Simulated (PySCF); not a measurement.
**A thermochemical cycle for ZnN**

PBE in PySCF with x2c-SVPall on every atom, spin-free X2C, for the lowest determinant that a PBE0 search found; no spin–orbit coupling. ZnN, a quartet (σ ↑, π ↑↑), has De = 0.46 eV to neutral atoms, and ZnN⁺, a triplet (π ↑↑), has De = 1.61 eV to Zn⁺ + N.

At the same level the Zn atom ionises at 9.61 eV.

What is the adiabatic ionisation energy of the molecule, and does ionisation strengthen or weaken the bond?

IE = IE(Zn) + De(neutral) − De(ion) = 9.61 + 0.46 − 1.61 = 8.46 eV. De changes by +1.15 eV, so ionisation strengthens the bond.

Weak bonds: ZnN. Basis-set superposition, not corrected here, can be much of De in a small basis, most of all at correlated wavefunction levels. For an ion De counts to the pair picked by the measured ionisation energies or electron affinities, which need not be the lowest pair at this level. States were picked by a PBE0 search and need not be the measured ground states.
